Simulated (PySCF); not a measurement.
GaBr₃, SMILES [Br][Ga]([Br])[Br]. Atoms are numbered in the order given.

```xyz
4

Ga     0.0000     0.0000     0.0000
Br     2.2641     0.0000     0.0000
Br    -1.1320    -1.9607     0.0000
Br    -1.1320     1.9607     0.0000
```

Coordinates come from a PBE0-D3(BJ)/def2-SVP optimisation. The isomer is the one that the SMILES or the coordinates give; other isomers of the formula were not compared.

Level of theory: IEF-PCM-B3LYP/def2-SVP in PySCF 2.14.0.

The values are the electrostatic part of the solvation free energy, E(continuum) − E(gas) at the gas-phase geometry, in a cavity of scaled van der Waals radii (PySCF's table); cavitation and dispersion terms are not included. A continuum can't describe solvent molecules that bind to the metal. In vacuum the orbital gap is 5.88 eV. The dipole moment in vacuum is 0.00 D.

```csv
solvent,ε,ΔG(elec) (kcal/mol),dipole (D),gap (eV)
water,78.36,-3.2,0.00,6.02
acetonitrile,35.69,-3.2,0.00,6.01
acetone,20.49,-3.0,0.00,6.01
```
